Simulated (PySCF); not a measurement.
## How methods differ on the fine-structure interval of Sb²⁺

Sb²⁺ [Kr] 4d10 5s2 5p1 [5p1/2^1, M_J = 1/2] → Sb²⁺ [Kr] 4d10 5s2 5p1 [5p3/2^1, M_J = 3/2], as a difference of total energies. Calculation: PySCF 2.14, in x2c-SVPall-2c; the two-component X2C-1e Hamiltonian. Correlated levels: [Ar] 3d10 frozen; the 6 highest virtual spinors dropped. "Screened" scales the spin-orbit matrix elements by Boettger's factors to mimic the two-electron term; Breit and QED terms are absent.

```tsv
method	fine-structure interval (cm⁻¹)
GHF (screened spin-orbit)	7584.4
GMP2 (screened spin-orbit)	6785.6
GHF (bare spin-orbit)	7865.5
```
